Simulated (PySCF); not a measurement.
Match the calculated data to a structure.

All candidates are C5H6N2.

| technique | computed result |
| --- | --- |
| UV, first state | lowest singlet excitation: 4.66 eV (266 nm, f = 0.003) [TDDFT B3LYP/def2-SVPD] |
| Triplet | lowest triplet excitation (Tamm–Dancoff): 3.20 eV [TDA B3LYP/def2-SVPD] |
| Rotational structure | rotational constants A, B, C: 7.941, 2.035, 1.620 GHz [GFN2-xTB] |
| Polarisability | 76.1 au [B3LYP/def2-SVPD] |
| UV, strongest line | among the 8 lowest singlet transitions: S2 at 4.89 eV (254 nm, f = 0.374) [TDDFT B3LYP/def2-SVPD] |
| Dipole | 3.43 D [B3LYP/def2-SVPD] |

Gas-phase values; electronic properties from PySCF, density fitting. Levels stand in brackets. Geometry: GFN2-xTB, one conformer, isolated molecule.

Question: Which candidate is it?
A. `[H]/N=C\C#C/C=N/C`
B. `[H]/N=C\c1ccc[nH]1`
C. `Cc1ncccn1`

Answer: B. It is `[H]/N=C\c1ccc[nH]1`. Numbering: `[H]/[N:1]=[CH:2]\[c:3]1[cH:4][cH:5][cH:6][nH:7]1`. Its formula, C5H6N2, gives 4 degrees of unsaturation: 1 ring and 3 π bonds in the structure found (Kekulé form). S1 is mainly HOMO−1→LUMO (weight 0.98); the largest Löwdin shares of the orbital it empties are 0.64 on the imine nitrogen, 0.15 on the imine carbon, 0.09 on an N–H hydrogen and 0.05 on the substituted aromatic carbon, of the orbital it fills 0.25 on the imine nitrogen, 0.23 on the imine carbon, 0.11 on an aromatic CH carbon and 0.10 on the substituted aromatic carbon. By its constants the optimised geometry is an asymmetric top.

The others, at the same levels:
- `[H]/N=C\C#C/C=N/C` fails: its computed lowest singlet excitation is 3.97 eV (312 nm, f = 0.001) (against 4.66 eV), static isotropic polarisability is 87.0 au (against 76.1 au) and rotational constant A is 15.862 GHz (against 7.941 GHz).
- `Cc1ncccn1` fails: its computed lowest singlet excitation is 4.18 eV (297 nm, f = 0.004) (against 4.66 eV), lowest triplet excitation (Tamm–Dancoff) is 3.70 eV (against 3.20 eV) and strongest line among the 8 lowest singlet transitions is S6 at 6.51 eV (191 nm, f = 0.127) (against S2 at 4.89 eV).

Each candidate is one conformer, not necessarily the lowest. Dipoles, sizes and rotational constants follow the conformer. The torsions of the flexible species, by atom-mapped SMILES:
- `[H]/[N:1]=[CH:2]\[c:3]1[cH:4][cH:5][cH:6][nH:7]1`: N1–C2–C3–C4 -2°
